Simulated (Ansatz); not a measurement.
`[CH3][Al]([SH])[Br]` + HCl → `[CH3][Al]([Cl])[Br]` + H₂S  (ligand exchange at the Al–S bond)

Computed with Ansatz on PBE0-D4/def2-TZVP structures; ΔE is electronic, products minus reactants. CBS: MP2 limit from def2 TZ/QZ plus the TZ coupled-cluster correction, frozen cores. This one scheme is used for every species. Functionals use def2-TZVPP. For Br outer-core shells are correlated without core-valence functions, which leaves a few kJ/mol of doubt a bond. Scalar relativity is left out up to krypton. One conformer a species, not always the lowest.

Problem. Is it downhill or uphill in electronic energy at CCSD(T)/CBS, and by how much? (Best estimate.)

Solution. Ansatz gave: Downhill: ΔE = -11.4 kcal/mol.

Problem. What do these levels give: B97M-V, B2PLYP, PBE-QIDH, CAM-B3LYP, MP2/def2-QZVPP, SCS-MP2/def2-QZVPP? (Best estimate.)

Solution. Ansatz gave: B97M-V -11.9, B2PLYP -12.0, PBE-QIDH -11.3, CAM-B3LYP -12.5, MP2/def2-QZVPP -11.4, SCS-MP2/def2-QZVPP -11.9 kcal/mol.

Largest T1 diagnostic among the species: 0.009.

At CCSD(T), def2-SVP lies −1.4 kcal/mol from the extrapolated value and def2-TZVPP +0.2 kcal/mol. Leaving LDA and LC-ωPBE aside and taking each functional with its dispersion term where it has one, the values, not all of them listed here, spread over 2.3 kcal/mol, from BHLYP-D4 to revPBE-D4.
